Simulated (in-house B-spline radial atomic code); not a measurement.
F⁸⁺. Computed with a B-spline radial atomic code. Model: all-electron spherical atom, spin shells full or empty, radial basis limit, no spin-orbit coupling, Breit or QED, empty-state partial waves extrapolated as (l+1/2)^-4, RPA, G0W0 and static COHSEX of the highest shell as one setting changes (uncorrelated shells keep exact exchange).

Empty levels are discrete states of a finite basis, so the steps are uneven.

One electron: RPA and GW hold self-correlation, the exact correlation energy is zero.

Given: element F; charge 8; filled core none; hamiltonian non-relativistic; mean-field start Hartree-Fock; highest l of empty states 9; lowest nl shells left uncorrelated 0; highest mean-field shell 1s up; box radius 7.7 bohr.

Shell: 1s 1 0 (electrons up and down).

| highest empty level kept (hartree) | RPA correlation energy (hartree) | G0W0 level (eV) | G0W0 minus most complete (meV) | COHSEX level (eV) | linearised minus solved G0W0 (meV) |
| --- | --- | --- | --- | --- | --- |
| 27 | -0.005461 | -1101.3 | 623.6 | -1101.6 | 0 |
| 54 | -0.009001 | -1101.3 | 584 | -1101.8 | 0 |
| 94.5 | -0.011872 | -1101.4 | 493.5 | -1102.1 | 0 |
| 162 | ? | ? | ? | ? | ? |
| 270 | -0.019163 | -1101.8 | 147.3 | -1103 | 0 |
| 486 | -0.020521 | -1101.8 | 75.3 | -1103.2 | 0 |
| 810 | -0.021237 | -1101.9 | 35.7 | -1103.3 | 0 |
| 1620 | -0.021606 | -1101.9 | 14.6 | -1103.3 | 0 |
| 3240 | -0.021777 | -1101.9 | 4.5 | -1103.4 | 0 |
| 6750 | ? | ? | ? | ? | ? |
| 16200 | -0.021843 | -1101.9 | 0.1 | -1103.4 | 0 |
| 54000 | -0.021844 | -1101.9 | 0 | -1103.4 | 0 |

**Question.** What follows for highest empty level kept = 162?

**Answer.** RPA correlation energy -0.01689 hartree; G0W0 level -1101.6 eV; G0W0 minus most complete 258.4 meV; COHSEX level -1102.7 eV; linearised minus solved G0W0 0 meV.

**Question.** What follows for highest empty level kept = 6750?

**Answer.** RPA correlation energy -0.021831 hartree; G0W0 level -1101.9 eV; G0W0 minus most complete 1 meV; COHSEX level -1103.4 eV; linearised minus solved G0W0 0 meV.
